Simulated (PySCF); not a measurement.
GeCl2, SMILES [Cl][Ge][Cl] (connectivity only; charge and spin as stated), neutral, multiplicity 1. Atoms are numbered in the order given.

```xyz
3

Ge     0.0000     0.0000     0.7225
Cl     0.0000     1.6711    -0.6800
Cl     0.0000    -1.6711    -0.6800
```

Geometry optimised at PBE0-D3(BJ)/def2-TZVP. The isomer is the one that the SMILES or the coordinates give; other isomers of the formula were not compared.

Level of theory: PBE/def2-TZVPD in PySCF.

Mulliken values depend strongly on the basis, most of all with diffuse functions as here. Atomic charges (e):

| atom | meta-Löwdin | Mulliken |
|---|---|---|
| Ge1 | ___ | 0.57 |
| Cl2 | ___ | -0.28 |
| Cl3 | ___ | -0.28 |

Question: What belongs in the gaps? (The exact figures need the calculation; the answer reports its results.)

Answer: 
- Ge1, meta-Löwdin: 0.50
- Cl2, meta-Löwdin: -0.25
- Cl3, meta-Löwdin: -0.25
